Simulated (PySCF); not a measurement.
These 2 structures share the formula C6H14BP. Method used: PBE0-D3(BJ)/def2-SVP geometry optimisation, gas phase in PySCF. Energies are electronic, without zero-point or thermal terms, for one conformer each. No frequencies were run at this level. Point groups hold within 0.08 Å.

**Question.** Rank from lowest to highest electronic energy at this level (kcal/mol).
A. `[CH3:1][C@@H:2]1[CH2:3][CH2:4][CH2:5][C@@H:6]1[BH:7][PH2:8]` with C5–C6–B7–P8 -145°, C6–B7–P8–H -138° and -35°, C1–C2–C3–C4 -81°, C2–C3–C4–C5 -23°, C3–C4–C5–C6 -2°, C4–C5–C6–B7 166°
B. `[BH3-:1][P+:2]1([CH2:3][CH3:4])[CH2:5][CH:6]=[CH:7][CH2:8]1` with B1–P2–C3–C4 -56°, B1–P2–C5–C6 138°, P2–C5–C6–C7 -10°, C6–C7–C8–P2 10°, B1–P2–C8–C7 -138°

**Answer.** A (0.0), B (1.0).

Neighbours under 2.5 kcal/mol apart (C[C@@H]1CCC[C@@H]1BP and [BH3-][P+]1(CC)CC=CC1) can change places with a better method, another conformer or zero-point energy.

```tsv
SMILES	E (Eh)	E rel (kcal/mol)	dipole (D)	point group	A, B, C (MHz)
C[C@@H]1CCC[C@@H]1BP	-602.53405	0.0	1.19	C1	3215, 976.6, 845.4
[BH3-][P+]1(CC)CC=CC1	-602.53248	1.0	5.13	C1	2389, 1352, 1187
```

**Question.** As an exercise, what shares would exp(−E/RT) give at 2000 K from these electronic energies alone (no entropy, no degeneracies)?

**Answer.** RT = 3.974 kcal/mol: C[C@@H]1CCC[C@@H]1BP 56.2 %, [BH3-][P+]1(CC)CC=CC1 43.8 %.
